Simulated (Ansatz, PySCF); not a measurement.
Species: AlCl, charge 0, multiplicity 3. This is an excited triplet: at this geometry the singlet lies 2.97 eV lower at CCSD(T)/CBS(aug-cc-pV(T+d)Z,aug-cc-pV(Q+d)Z). 
Geometry from a B3LYP-D3(BJ)/def2-TZVP (Ansatz, a program for electronic structure) optimisation:
```xyz
2

Al     0.0000     0.0000    -1.2044
Cl     0.0000     0.0000     0.9210
```
Charge 0, spin multiplicity 3.

Total electronic energies in hartree. Cores are frozen in the correlated levels unless marked. UHF or UKS for open shells. Spin-orbit coupling is left out. No relativistic terms. FCI takes restricted orbitals. CBS marks a two-point X^-3 extrapolation of the correlation energy; Hartree-Fock from the larger set (for Q and 5 zeta extrapolated as (X+1)exp(-9√X)). [CCSD(T)-MP2]/basis is that difference in the basis named.

| level | program | energy (Eh) |
|---|---|---|
| HF/STO-3G | Ansatz | -693.51366 |
| HF/def2-TZVPPD | Ansatz | -701.42176 |
| HF/cc-pV(Q+d)Z | Ansatz | -701.44023 |
| HF/def2-QZVPPD | Ansatz | -701.44108 |
| RI-HF/def2-TZVPP | Ansatz | -701.42070 |
| RI-HF/def2-QZVPPD | Ansatz | -701.44103 |
| PBE0-D3(BJ)/def2-TZVPD | Ansatz + dftd3 | -702.33545 |
| r2SCANh-D4/def2-TZVPD | Ansatz + dftd4 | -702.54149 |
| r2SCAN0/def2-TZVPD | Ansatz | -702.53672 |
| MN15/def2-TZVPD | PySCF | -702.39678 |
| HSE06-D3(BJ)/def2-TZVPD | Ansatz + dftd3 | -702.32170 |
| MP2/aug-cc-pV(D+d)Z | Ansatz | -701.58709 |
| MP2/CBS(cc-pV(T+d)Z,cc-pV(Q+d)Z) | Ansatz | -701.6956 |
| SCS-MP2/def2-SVP | Ansatz | -701.32217 |
| CCSD/cc-pVTZ | Ansatz | -701.66898 |
| CCSD/cc-pwCVTZ | Ansatz | -701.67525 |
| CCSD/cc-pV(Q+d)Z | Ansatz | -701.69871 |
| CCSD/CBS(cc-pV(T+d)Z,cc-pV(Q+d)Z) | Ansatz | -701.7139 |
| CCSD(T)/cc-pVDZ | PySCF | -701.58219 |
| CCSD(T)/def2-QZVPP | Ansatz | -701.71248 |
| FCI/STO-3G | Ansatz | -693.52640 |
| RI-MP2/CBS(cc-pV(T+d)Z,cc-pV(Q+d)Z)+[CCSD(T)-MP2]/cc-pV(T+d)Z | Ansatz | -701.7266 |
| CCSD(T)/CBS(cc-pV(Q+d)Z,cc-pV(5+d)Z) | Ansatz | -701.7279 |

Totals of different functionals don't rank their quality; only differences between species are comparable.
